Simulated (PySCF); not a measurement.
Computed shifts of a molecule H4OSeSi, KT2/pcSseg-1 (PySCF), GIAO, gas phase, equivalent atoms averaged, in ppm (number of nuclei): ²⁹Si: -7.2 (1). ¹H: 5.94 (2), 1.14 (1), 1.09 (1). References: ²⁹Si against TMS (σ = 361.9 ppm); ¹⁷O against H2O (σ = 330.4 ppm); ⁷⁷Se against Me2Se (σ = 1692.1 ppm); ¹H against TMS (σ = 31.47 ppm), references at their B3LYP-D3(BJ)/def2-TZVP geometries, non-relativistic. The structure is a stationary point at ωB97X-D3(BJ)/def2-SVP. The values are those of a single conformer.

### Question
Which structure fits?
A) [SiH3]O[SeH]
B) O[Se][SiH3]
C) O[SiH2][SeH]

### Answer
C, O[SiH2][SeH]
